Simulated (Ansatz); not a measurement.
`[CH3][Ga]1[CH2][S]1` + `[SH][SnH3]` → `C[S][SnH3]` + `[CH2]1[S][GaH]1`  (substitution at a C–Ga bond)

Program: Ansatz. Geometries: PBE0-D4/def2-TZVP. ΔE: electronic, gas phase. CCSD(T)/CBS is the MP2 limit (def2-TZVPP, def2-QZVPP) plus CCSD(T) − MP2 in def2-TZVPP, frozen cores. Functionals use def2-TZVPP. HSE06 is defined as in plane-wave codes. def2 core potentials past Kr. For Ga, Sn outer-core shells are correlated without core-valence functions, which leaves a few kJ/mol of doubt a bond. Scalar relativity is left out up to krypton.

`[CH3][Ga]1[CH2][S]1`:

```xyz
9

C     0.369    1.477   -1.079
Ga   -0.132   -0.023    0.037
C    -0.082   -1.618    1.125
S    -1.848   -0.969    0.982
H     0.096    2.404   -0.572
H     1.438    1.480   -1.288
H    -0.185    1.425   -2.017
H     0.046   -2.595    0.669
H     0.299   -1.583    2.142
```

`[SH][SnH3]`:

```xyz
6

S    -0.671   -1.686    0.416
Sn    0.394    0.442    0.065
H    -1.639   -1.456   -0.487
H    -0.707    1.694    0.424
H     0.910    0.559   -1.557
H     1.713    0.447    1.138
```

`C[S][SnH3]`:

Cartesian coordinates in Å:
```
C -1.630 0.094 0.018
S -0.469 -1.013 0.871
Sn 1.598 -0.147 0.029
H -2.631 -0.209 0.326
H -1.555 -0.006 -1.066
H -1.478 1.134 0.306
H 1.597 -0.274 -1.676
H 2.840 -1.080 0.724
H 1.730 1.500 0.468
```

`[CH2]1[S][GaH]1`:

Cartesian coordinates in Å:
```
C -0.479 -0.659 0.139
S -0.650 0.322 -1.462
Ga 0.766 0.816 0.099
H -0.133 -1.676 -0.021
H -1.367 -0.613 0.762
H 1.865 1.809 0.483
```

Task: Is it downhill or uphill in electronic energy at CCSD(T)/CBS, and by how much? (Best estimate.)

Result: Ansatz gave: Uphill: ΔE = +14.3 kcal/mol.

Task: What do these levels give: B97M-V, CAM-B3LYP-D4, ωB97X-V, B2PLYP, r2SCANh, HSE06, CAM-B3LYP, HF/def2-SVP, CCSD/def2-TZVPP, MP2/def2-QZVPP, HF/CBS(def2), MP2/CBS(def2)? (An estimate is asked.)

Result: Computed: B97M-V 11.8, CAM-B3LYP-D4 13.3, ωB97X-V 12.9, B2PLYP 13.8, r2SCANh 13.4, HSE06 13.3, CAM-B3LYP 13.6, HF/def2-SVP 14.1, CCSD/def2-TZVPP 14.4, MP2/def2-QZVPP 14.6, HF/CBS(def2) 13.0, MP2/CBS(def2) 14.7 kcal/mol.

Largest T1 diagnostic among the species: 0.015.

Leaving LDA and LC-ωPBE aside and taking each functional with its dispersion term where it has one, the values, not all of them listed here, spread over 2.4 kcal/mol, from revPBE-D4 to PBE-QIDH. The D4 term adds −0.7 kcal/mol with B3LYP and −0.4 kcal/mol with PBE0; it sums over pairs of atoms, weighted by their polarisabilities, and B3LYP, whose exchange is more repulsive, gets the larger term. In def2-TZVPP, CCSD(T) changes the Hartree–Fock value by +0.9 kcal/mol (the triples alone add −0.2 kcal/mol) and MP2 by +1.3 kcal/mol.

B3LYP here is the variant with VWN-RPA as its local correlation; programs differ in this.
